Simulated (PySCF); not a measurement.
PySCF 2.14 output of an unrestricted r2SCAN calculation on a single atom or ion in aug-cc-pwCVTZ-DK with one added diffuse shell each of s, p, d, f, g type (11s10p8d5f4g, 152 functions), with the spin-free X2C one-electron Hamiltonian (Gaussian nucleus):

```
SCF conv_tol = 1e-09
number electrons alpha = 10  beta = 9
    J. W. Furness, A. D. Kaplan, J. Ning, J. P. Perdew, and J. Sun.,  J. Phys. Chem. Lett. 11, 8208-8215 (2020)
    J. W. Furness, A. D. Kaplan, J. Ning, J. P. Perdew, and J. Sun.,  J. Phys. Chem. Lett. 11, 9248-9248 (2020)
    J. W. Furness, A. D. Kaplan, J. Ning, J. P. Perdew, and J. Sun.,  J. Phys. Chem. Lett. 11, 8208-8215 (2020)
    J. W. Furness, A. D. Kaplan, J. Ning, J. P. Perdew, and J. Sun.,  J. Phys. Chem. Lett. 11, 9248-9248 (2020)
cycle= 1 E= -763.435538875911  delta_E= -0.0063  |g|= 0.0178  |ddm|= 0.707
cycle= 2 E= -763.435597047438  delta_E= -5.82e-05  |g|= 0.00727  |ddm|= 0.0953
cycle= 3 E= -763.435607329615  delta_E= -1.03e-05  |g|= 0.00199  |ddm|= 0.0369
cycle= 4 E= -763.435607951252  delta_E= -6.22e-07  |g|= 0.000117  |ddm|= 0.00758
cycle= 5 E= -763.435607954889  delta_E= -3.64e-09  |g|= 7.95e-06  |ddm|= 0.000577
cycle= 6 E= -763.435607954914  delta_E= -2.5e-11  |g|= 5.75e-07  |ddm|= 7.92e-05
converged SCF energy = -763.435607954914  <S^2> = 0.75104335  2S+1 = 2.0010431
```

The run itself started from symmetry-adapted Hartree-Fock orbitals and held the occupation by maximum overlap, on a logarithmic radial grid, so the iterations belong to that start.

Problem. Which element, charge and spin multiplicity is this?

Solution. Sc²⁺ (scandium, charge +2), multiplicity 2; the state was [Ar] 3d1, 2D determinant.
